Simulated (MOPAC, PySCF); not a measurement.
C4H5BO2, SMILES `Bc1cc(O)co1`, neutral singlet in the gas phase. 

Cartesian coordinates (Å):
SMILES: Bc1cc(O)co1
```xyz
12

B      2.4242    -0.2683    -0.1214
C      0.9206    -0.0832    -0.1083
C     -0.0455    -0.2552     0.8908
C     -1.3078     0.0677     0.3291
O     -2.4847     0.0192     0.9978
C     -1.0491     0.4232    -0.9954
O      0.2663     0.3370    -1.2640
H      3.0661    -0.0537    -1.1300
H      2.9710    -0.6360     0.9004
H      0.1468    -0.5806     1.9190
H     -3.2038     0.2848     0.3961
H     -1.7041     0.7450    -1.8141
```
Charge 0, multiplicity 1.

All levels are single points at this geometry (PBE-D3(BJ)/def2-SVP); Pople sets use spherical d functions. Orbital energies aren't observables, and empty levels follow the basis.

```json
[
 {"level": "PBE-D3(BJ)/def2-TZVP in PySCF", "HOMO (eV)": "-5.76", "LUMO (eV)": "-2.81", "gap (eV)": "2.95", "dipole (D)": "3.43", "vertical IE, Delta-SCF (eV)": "8.66"},
 {"level": "PBE/6-31G* in PySCF", "HOMO (eV)": "-5.43", "LUMO (eV)": "-2.44", "gap (eV)": "2.99", "dipole (D)": "3.56", "vertical IE, Delta-SCF (eV)": "8.45"},
 {"level": "HF/STO-3G in PySCF", "HOMO (eV)": "-6.71", "LUMO (eV)": "4.94", "gap (eV)": "11.65", "dipole (D)": "1.99", "vertical IE, Delta-SCF (eV)": "–"},
 {"level": "PM3 in MOPAC", "HOMO (eV)": "-9.45", "LUMO (eV)": "-0.88", "gap (eV)": "8.57", "dipole (D)": "2.54", "vertical IE, Delta-SCF (eV)": "–"},
 {"level": "PM6 in MOPAC", "HOMO (eV)": "-9.18", "LUMO (eV)": "-1.03", "gap (eV)": "8.15", "dipole (D)": "1.31", "vertical IE, Delta-SCF (eV)": "–"},
 {"level": "PM7 in MOPAC", "HOMO (eV)": "-9.20", "LUMO (eV)": "-1.22", "gap (eV)": "7.97", "dipole (D)": "1.33", "vertical IE, Delta-SCF (eV)": "–"}
]
```
